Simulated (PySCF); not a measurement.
**Pt (platinum, neutral) across methods**

[Xe] 4f14 5d10, closed-shell 1S (an excited configuration). Calculation: PySCF 2.14, in def2-QZVPPD with the def2 core potential (60 electrons) (7s5p4d4f2g, 88 functions); scalar relativity through the core potential.

| method | E (hartree) | mean ε 5s (eV) | mean ε 5p (eV) | mean ε 5d (eV) | Σ⟨r²⟩ (bohr²) | ⟨S²⟩ |
| --- | --- | --- | --- | --- | --- | --- |
| PW91 | -119.3402 | -99.980 | -53.367 | -4.414 | 49.05 | 0.000 |
| PBEsol | -119.1231 | -99.833 | -53.215 | -4.395 | 49.15 | 0.000 |
| TPSSh | -119.2053 | -102.14 | -54.928 | -4.748 | 48.68 | 0.000 |
| LDA | -119.0560 | -100.03 | -53.403 | -4.646 | 49.41 | 0.000 |
| PBE | -119.2848 | -99.911 | -53.297 | -4.363 | 49.12 | 0.000 |
| PBE0 | -119.2374 | -104.53 | -56.731 | -5.640 | 48.50 | 0.000 |
| r2SCAN | -119.2777 | -102.07 | -54.754 | -4.383 | 48.53 | 0.000 |
| B3LYP | -119.2936 | -103.85 | -56.241 | -5.473 | 48.90 | 0.000 |
| UHF | -118.36203 | -117.63 | -66.329 | -8.734 | 47.63 | 0.000 |

Energies and moments cover only the electrons outside the core potential. Spin-orbit coupling, which splits the p, d and f shells strongly at this Z, is absent.
